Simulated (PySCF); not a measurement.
Si(H)(Br)(Me)2 (C2H7BrSi), SMILES [SiH](Br)(C)C. Atoms are numbered in the order given.

```xyz
11

Si     0.9135    -0.4292     0.0000
C      1.6692     0.2837     1.5533
C      1.6692     0.2837    -1.5533
Br    -1.2801     0.0553     0.0000
H      1.0115    -1.9186     0.0000
H      2.7442     0.0446     1.5970
H      1.1859    -0.1291     2.4511
H      1.5555     1.3782     1.5725
H      1.1859    -0.1291    -2.4511
H      2.7442     0.0446    -1.5970
H      1.5555     1.3782    -1.5725
```

Geometry optimised at PBE0-D3(BJ)/def2-SVP.

All values below come from HF/pcSseg-1 (PySCF).

GIAO shieldings, no solvent; atoms alike by connectivity are averaged. δ = σ(ref) − σ: ²⁹Si against TMS (σ = 393.8 ppm); ¹³C against TMS (σ = 192.6 ppm); ¹H against TMS (σ = 31.99 ppm), references at their B3LYP-D3(BJ)/def2-TZVP geometries, non-relativistic (without spin–orbit terms, shifts of atoms bonded to Cl or Br come out too high).

Computed chemical shifts:
| nucleus | atoms | count | δ (ppm) |
|---|---|---|---|
| ²⁹Si | Si1 | 1 | 14.9 |
| ¹³C | C2, C3 | 2 | 5.0 |
| ¹H | H5 | 1 | 5.09 |
| ¹H | H6, H7, H8, H9, H10, H11 | 6 | 0.80 |
